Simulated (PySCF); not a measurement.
**Atomic charges against the basis set**

Compound: C4H6F2O.
Structure used (PBE0-D3(BJ)/def2-SVP), in Å, numbered top down from 1:
```xyz
13
C4H6F2O angstrom
C      1.8509   -0.6352    0.2766
O      0.6860   -0.6058   -0.5168
C     -0.3778    0.1104   -0.1122
C     -0.5324    0.8966    0.9594
F      0.4160    1.1240    1.8799
C     -1.5019   -0.0739   -1.0909
F     -2.6135    0.6341   -0.7359
H      2.5552   -1.3028   -0.2360
H      2.3004    0.3651    0.3727
H      1.6425   -1.0284    1.2838
H     -1.4722    1.4145    1.1464
H     -1.1636    0.2491   -2.0915
H     -1.7532   -1.1477   -1.1516
```

PBE0 throughout (PySCF), one geometry, spherical d and f functions. Isolated species at its PBE0-D3(BJ)/def2-SVP geometry (one conformer only). The first 7 of 10 kinds of atom are listed.

Mulliken charges (e):

```csv
basis,functions,C1,O2,C3,C4,F5,C6,F7
STO-3G,41,-0.129,-0.192,+0.052,-0.043,-0.082,-0.039,-0.106
6-31G,75,-0.244,-0.562,+0.216,+0.107,-0.323,-0.008,-0.334
pcSseg-0,75,-0.312,-0.688,+0.070,+0.182,-0.358,+0.028,-0.384
6-31G*,110,-0.282,-0.494,+0.238,+0.068,-0.310,+0.004,-0.330
cc-pVDZ,128,+0.060,-0.296,-0.070,+0.132,-0.185,+0.272,-0.227
def2-SVP,128,+0.112,-0.362,-0.040,+0.133,-0.221,+0.327,-0.265
aug-cc-pVDZ,215,+0.813,-0.704,+0.322,+0.938,-0.517,+0.771,-0.438
"6-311+G(2d,p)",225,-0.257,-0.358,+0.367,+0.107,-0.288,-0.242,-0.283
def2-TZVP,253,-0.229,-0.251,+0.088,-0.010,-0.198,+0.037,-0.221
cc-pVTZ,294,-0.117,-0.214,+0.024,-0.006,-0.180,+0.167,-0.212
IGLO-III,305,-0.261,-0.253,+0.208,+0.026,-0.253,-0.024,-0.260
```

IAO charges (e):

```tsv
basis	functions	C1	O2	C3	C4	F5	C6	F7
STO-3G	41	-0.260	-0.174	+0.027	-0.069	-0.099	-0.096	-0.134
6-31G	75	-0.242	-0.316	+0.120	+0.004	-0.259	+0.007	-0.296
pcSseg-0	75	-0.223	-0.311	+0.106	+0.007	-0.250	+0.009	-0.290
6-31G*	110	-0.203	-0.331	+0.131	+0.034	-0.267	+0.044	-0.303
cc-pVDZ	128	-0.202	-0.327	+0.134	+0.025	-0.269	+0.043	-0.305
def2-SVP	128	-0.194	-0.325	+0.132	+0.029	-0.269	+0.048	-0.307
aug-cc-pVDZ	215	-0.210	-0.338	+0.141	+0.024	-0.282	+0.043	-0.318
6-311+G(2d,p)	225	-0.212	-0.340	+0.141	+0.025	-0.282	+0.041	-0.319
def2-TZVP	253	-0.209	-0.339	+0.141	+0.028	-0.282	+0.045	-0.318
cc-pVTZ	294	-0.211	-0.337	+0.141	+0.027	-0.280	+0.043	-0.316
IGLO-III	305	-0.212	-0.340	+0.141	+0.026	-0.283	+0.042	-0.319
```

Which scheme is steadiest as the basis changes?

Largest range over the bases for any column: IAO 0.19 e, Mulliken 1.13 e. IAO charges move least and Mulliken charges most, counted in e. Without the minimal STO-3G basis the ranges are IAO 0.05, Mulliken 1.13 e.

How much do the charges still move between the two largest bases, cc-pVTZ and IGLO-III?

At most, over all atoms: Mulliken 0.191 e, IAO 0.003 e.

What do the same runs give for the total energy, the frontier levels and the dipole moment?

```tsv
basis	energy (Eh)	HOMO (eV)	LUMO (eV)	μ (D)
STO-3G	-424.6561	-3.18	4.40	1.07
6-31G	-430.3100	-6.42	1.10	1.69
pcSseg-0	-429.4340	-6.57	0.89	1.69
6-31G*	-430.4184	-6.20	1.37	1.47
cc-pVDZ	-430.4542	-6.32	1.18	1.59
def2-SVP	-430.1091	-6.44	1.06	1.60
aug-cc-pVDZ	-430.4897	-6.59	-0.06	1.67
6-311+G(2d,p)	-430.5687	-6.62	0.31	1.70
def2-TZVP	-430.6100	-6.57	0.90	1.64
cc-pVTZ	-430.5910	-6.51	0.96	1.61
IGLO-III	-430.6175	-6.60	0.75	1.67
```

The dipole is fixed by the density alone, so its range of 0.63 D shows that the density itself changes with the basis, not only its division among atoms.
